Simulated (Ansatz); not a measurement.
The same molecule with X = Al, Ga, In. Ansatz, PBE0-D4/def2-TZVP geometries, multiplicity 1. Each molecule was computed in one conformer, which needn't be the lowest.

Elements past krypton have def2 core potentials. Scalar relativity is left out up to krypton.

```csv
X,molecule,mean X–F bond length / Å,mean X–H bond length / Å,mean X–O bond length / Å,HOMO–LUMO gap (PBE0/def2-TZVPP) / eV,LUMO energy (ωB97M-V/def2-TZVPP) / eV,HOMO–LUMO gap (ωB97M-V/def2-TZVPP) / eV
Al,`CC(C)[O][AlH][F]`,1.650,1.563,1.670,7.87,1.11,11.78
In,`CC(C)[O][InH][F]`,1.947,1.691,1.967,6.54,0.11,10.37
```

Task: Give the row for X = Ga, `CC(C)[O][GaH][F]`. (Best estimate.)

Result: Computed: 
```
 X            molecule  mean X–F bond length / Å  mean X–H bond length / Å  mean X–O bond length / Å  HOMO–LUMO gap (PBE0/def2-TZVPP) / eV  LUMO energy (ωB97M-V/def2-TZVPP) / eV  HOMO–LUMO gap (ωB97M-V/def2-TZVPP) / eV
Ga  `CC(C)[O][GaH][F]`                     1.761                     1.540                     1.765                                  7.29                                   0.83                                    11.35
```

From Al to In the mean X–F bond length rises at each step, by 0.297 Å in all; the mean X–H bond length isn't monotonic: highest at In, lowest at Ga; the mean X–O bond length rises at each step, by 0.297 Å in all; the HOMO–LUMO gap (PBE0/def2-TZVPP) falls at each step, by 1.33 eV in all; the LUMO energy (ωB97M-V/def2-TZVPP) falls at each step, by 1.00 eV in all; the HOMO–LUMO gap (ωB97M-V/def2-TZVPP) falls at each step, by 1.41 eV in all. Bonds lengthen as the atom grows down the group.
